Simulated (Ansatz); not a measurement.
Consider the hydrogenolysis of the Al–C bond: `CC[CH](O)[AlH2]` + H₂ → `[AlH3]` + `CCCO`.

Isolated molecules relaxed with PBE0-D4/def2-TZVP in Ansatz; ΔE leaves out vibrations. CBS: MP2 limit from def2 TZ/QZ plus the TZ coupled-cluster correction, frozen cores. This one scheme is used for every species. DFT in def2-TZVPP. B3LYP here is the variant with VWN-RPA as its local correlation; programs differ in this. Each species was taken in one conformer, which may not be the lowest.

(1) Is it downhill or uphill in electronic energy at CCSD(T)/CBS, and by how much? (Best estimate.)

(2) What do these levels give: PBE-D4, B3LYP-D4, B3LYP, CCSD(T)/def2-TZVPP, SCS-MP2/def2-QZVPP, CCSD/CBS(def2)? (Best estimate.)

Largest T1 diagnostic among the species: 0.010.

Answers

(1) The calculation gave: Downhill: ΔE = -46.2 kJ/mol.

(2) The calculation gave: PBE-D4 -39.6, B3LYP-D4 -46.8, B3LYP -57.4, CCSD(T)/def2-TZVPP -49.7, SCS-MP2/def2-QZVPP -50.0, CCSD/CBS(def2) -52.4 kJ/mol.

The D4 term adds +10.6 kJ/mol with B3LYP and +5.9 kJ/mol with PBE0; it sums over pairs of atoms, weighted by their polarisabilities, and B3LYP, whose exchange is more repulsive, gets the larger term. In def2-TZVPP, CCSD(T) changes the Hartree–Fock value by +33.2 kJ/mol (the triples alone add +6.2 kJ/mol) and MP2 by +38.4 kJ/mol. From PBE to PBE0 (25 % exact exchange), in def2-TZVPP and without D4, ΔE moves by −7.1 kJ/mol.
